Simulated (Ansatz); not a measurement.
C₃H₆F₂Si (`C[SiH2]/C(F)=C\F`), relaxed with RKS PBE0-D4/def2-TZVP in Ansatz 0.2.0 from a PBE-D4/def2-SVP geometry. The force threshold is 0.005 eV/Å; the program also tests the step.

The species carries charge 0 and has multiplicity 1.

Start:

```xyz
12

C    -0.017   -1.773   -0.169
Si   -0.490   -0.114   -0.931
C     0.418    1.306   -0.045
F     1.234    2.102   -0.782
C     0.319    1.565    1.275
F    -0.479    0.802    2.050
H    -0.573   -2.604   -0.648
H     1.068   -1.966   -0.284
H    -0.257   -1.770    0.913
H    -1.975    0.105   -0.816
H    -0.092   -0.024   -2.378
H     0.843    2.371    1.815
```

Task: By how much does the energy fall, and how many steps does the optimiser take? (Estimate.)

Result: Ansatz gave: 0.08 eV, in 33 steps, 2 of them rejected.

Task: Which bonds change most? (Estimate.)

Result: Ansatz gave: Si2–C3 from 1.904 to 1.879 Å; C3–C5 from 1.348 to 1.326 Å; Si2–H10 from 1.505 to 1.483 Å; C1–Si2 from 1.886 to 1.866 Å.

Task: Give the relaxed structure. (Best estimate.)

Result: The calculation gave: 
```xyz
12

C     0.146   -1.892   -0.439
Si   -0.585   -0.191   -0.673
C     0.475    1.073    0.224
F     1.778    1.101   -0.159
C     0.137    1.929    1.179
F    -1.111    1.995    1.642
H    -0.415   -2.634   -1.011
H     1.183   -1.911   -0.781
H     0.126   -2.182    0.613
H    -1.962   -0.093   -0.131
H    -0.592    0.177   -2.114
H     0.820    2.627    1.651
```
